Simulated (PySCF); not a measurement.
Can point charges reproduce the dipole moment of `O=S1(CC[C@H]1S(=O)(C)=O)=O`?

Coordinates (GFN2-xTB, Å) and charges (e) from the PBE0/pcSseg-1 density (PySCF):

| atom | x | y | z | Mulliken | IAO | Hirshfeld | ESP-fitted |
| --- | --- | --- | --- | --- | --- | --- | --- |
| C1 | 2.416 | 0.599 | 0.300 | -0.3472 | -0.6331 | -0.1196 | -0.7265 |
| S2 | 1.143 | 0.046 | -0.852 | +0.9444 | +1.9942 | +0.5171 | +1.0979 |
| O3 | 1.722 | -0.901 | -1.766 | -0.5246 | -0.8952 | -0.3237 | -0.5351 |
| O4 | 0.471 | 1.173 | -1.429 | -0.5317 | -0.8972 | -0.2923 | -0.5163 |
| C5 | -0.078 | -0.860 | 0.150 | -0.5488 | -0.5509 | -0.0602 | -0.4553 |
| C6 | -1.380 | -0.951 | -0.642 | -0.1660 | -0.2724 | -0.0671 | -0.0984 |
| C7 | -2.032 | 0.352 | -0.174 | -0.2950 | -0.4680 | -0.0730 | -0.3173 |
| S8 | -0.908 | 0.330 | 1.257 | +1.0322 | +1.9754 | +0.5148 | +1.0480 |
| O9 | -1.484 | -0.334 | 2.391 | -0.5075 | -0.8679 | -0.3119 | -0.5092 |
| O10 | -0.147 | 1.514 | 1.519 | -0.5115 | -0.8592 | -0.2777 | -0.5240 |
| H11 | 2.848 | -0.275 | 0.768 | +0.1555 | +0.1761 | +0.0633 | +0.2219 |
| H12 | 1.940 | 1.257 | 1.016 | +0.1970 | +0.1990 | +0.0474 | +0.2637 |
| H13 | 3.163 | 1.130 | -0.277 | +0.1782 | +0.1920 | +0.0753 | +0.2582 |
| H14 | 0.355 | -1.775 | 0.535 | +0.1990 | +0.1898 | +0.0686 | +0.2217 |
| H15 | -1.201 | -0.987 | -1.717 | +0.1794 | +0.1729 | +0.0566 | +0.1257 |
| H16 | -1.966 | -1.819 | -0.340 | +0.1649 | +0.1697 | +0.0615 | +0.1231 |
| H17 | -3.091 | 0.308 | 0.051 | +0.1801 | +0.1767 | +0.0664 | +0.1549 |
| H18 | -1.780 | 1.199 | -0.803 | +0.2017 | +0.1980 | +0.0550 | +0.1669 |

Question: Compute μ = Σ q r for each scheme (1 e·Å = 4.803 D) and compare with the dipole of the full density.

Answer: The full density gives (-0.46, -1.65, -0.05) D, 1.71 D in size; dipole vectors point from the negative to the positive end.

```
    scheme     μx     μy     μz  size (D)  share of the full size (%)  angle to the full dipole (°)
  Mulliken  -0.70  -0.87   0.10      1.13                          66                            24
       IAO  -0.49  -2.07   0.64      2.22                         130                            18
 Hirshfeld  -0.33  -1.11  -0.03      1.16                          68                             1
ESP-fitted  -0.47  -1.66  -0.07      1.72                         100                             1
```

Question: Which set comes closest?

Answer: Length of the difference vector: ESP-fitted 0.03 D, Hirshfeld 0.55 D, IAO 0.81 D, Mulliken 0.83 D. Closest: ESP-fitted. The schemes that divide the density aren't constrained to reproduce the dipole.

Question: What is left for the Hirshfeld atoms' own dipoles?

Answer: The Hirshfeld atoms' densities add up to the full density, so μ = Σ q r + Σ (atomic dipoles). The atomic dipoles sum to (-0.46, -1.65, -0.05) − (-0.33, -1.11, -0.03) = (-0.13, -0.54, -0.02) D, 0.55 D in size.

Question: With the origin at the mean of the coordinates, (0.000, 0.000, -0.001) Å, which are the largest single terms, by size, of the Hirshfeld dipole along the direction of the full one?

Answer: O10 +1.95, O4 +1.71, O9 -0.98, S2 -0.81, O3 -0.71 D; all 18 atoms together +1.16 D. The single terms depend on the origin, their sum doesn't.

Question: Give the size of the full dipole in other units.

Answer: 1.71 D = 0.674 au = 0.357 e·Å = 5.72 × 10⁻³⁰ C·m.

The structure is a single GFN2-xTB conformer in the gas phase; no vibrational or solvent corrections.

Conformer computed: `[CH3:1][S:2](=[O:3])(=[O:4])[C@@H:5]1[CH2:6][CH2:7][S:8]1(=[O:9])=[O:10]`: C1–S2–C5–C6 161°.
